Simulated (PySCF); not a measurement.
## Vertical excitation energies

Compound: C5H12Si2.
InChI=1S/C5H12Si2/c1-3-7-4-6-5(7)2/h3,5,7H,1,4,6H2,2H3/t5-,7-/m1/s1

Level of theory: TDDFT PBE0/def2-SVPD, vertical, gas phase, core orbitals frozen in the response in PySCF 2.14.0, density-fitted response routines. Geometry: GFN2-xTB, one conformer, isolated molecule. Torsions of this conformer, `[CH2:1]=[CH:2][Si@@H:3]1[CH2:4][SiH2:5][C@H:6]1[CH3:7]`: C1–C2–Si3–C4 58°.

**Question.** Predict the UV-vis stick spectrum at this level.

**Answer.** 

| state | E (eV) | E (kJ/mol) | λ (nm) | f | main configurations (H = HOMO, L = LUMO) |
| --- | --- | --- | --- | --- | --- |
| S1 | 5.34 | 515 | 232.2 | 0.014 | H→L (81%), H-1→L (15%) |
| S2 | 5.91 | 570 | 210.0 | 0.136 | H-1→L (76%), H→L (13%) |
| S3 | 6.08 | 586 | 204.1 | 0.049 | H-2→L (92%) |
| S4 | 6.44 | 621 | 192.6 | 0.0061 | H→L+1 (57%), H-4→L (30%) |
| S5 | 6.58 | 635 | 188.4 | 0.0007 | H-4→L (44%), H→L+1 (27%), H→L+3 (10%) |
| S6 | 6.80 | 656 | 182.2 | 0.012 | H→L+3 (56%), H→L+2 (14%), H→L+1 (9%) |

Triplets (Tamm–Dancoff): T1 4.08 eV, H-1→L (37%), H→L (25%), H-3→L (21%); T2 5.09 eV, H→L (62%), H-1→L (26%).

The lowest singlet comes at 232 nm (515 kJ/mol) in the ultraviolet; it is weak; its leading configuration is HOMO→LUMO (81%). The strongest level in the table is S2 at 5.91 eV (210 nm, f = 0.136). Löwdin shares by element: HOMO carbon 42% or more, silicon 23% (atoms not listed hold the other 35%); LUMO carbon 57% or more, silicon 14% or more (atoms not listed hold the other 28%). Of the 6 states listed, 4 reach f = 0.01 and none stays under 0.0005. The listed states span 1.46 eV, and the widest gap between neighbours is 0.57 eV (S1 to S2). The oscillator strengths of these states sum to 0.218; summed over the whole spectrum of an exact calculation they would give the number of electrons, 70 (Thomas–Reiche–Kuhn). No computed singlet lies in the visible range (380 to 750 nm); the lowest, at 232 nm, stands 2.08 eV above its violet end (3.26 eV). Singlets were solved by full linear response, triplets in the Tamm–Dancoff approximation.
